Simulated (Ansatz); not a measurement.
The lowest singlet and triplet of C3H2 (SMILES [CH]C#C); geometries from B3LYP-D3(BJ)/def2-TZVP, each state relaxed from the structure named, with no frequency check, low spin by broken symmetry.
Singlet (charge 0, multiplicity 1):
```xyz
5

C      0.000     0.000    -1.265
C      0.000     0.000     0.000
C      0.000     0.000     1.265
H      0.000     0.000    -2.326
H      0.000     0.000     2.326
```
Triplet (charge 0, multiplicity 3):
```xyz
5

C     -1.230    -0.266    -0.145
C     -0.001     0.007    -0.006
C      1.232     0.241     0.167
H     -2.235    -0.478    -0.415
H      2.225     0.588     0.316
```

A positive gap puts the triplet lower; no zero-point energy. R- takes a restricted singlet, here one determinant of a half-filled degenerate or near-degenerate pair, which mixes singlet states. U- takes an unrestricted singlet (broken symmetry where lower, unprojected). The triplet is unrestricted in single-reference levels.

Correlated levels freeze the cores.

Codes used: Ansatz (a quantum-chemistry and plane-wave program). 

One of these levels gives 2.237 eV for the gap E(singlet) − E(triplet), adiabatic. Which?
A. R-SVWN5/def2-TZVPP
B. R-BHLYP/def2-TZVPP
C. R-HF/cc-pVDZ
D. U-B2PLYP/def2-TZVPP (spin-contaminated)

C, R-HF/cc-pVDZ. The others give 1.020 (R-SVWN5/def2-TZVPP), 1.287 (R-BHLYP/def2-TZVPP), 0.330 (U-B2PLYP/def2-TZVPP (spin-contaminated))

Doubts at one or more of the structures used: a restricted determinant that unrestricted orbitals would lower (R-HF/cc-pVDZ, R-SVWN5/def2-TZVPP, R-BHLYP/def2-TZVPP); a spin-contaminated determinant (R-HF/cc-pVDZ).
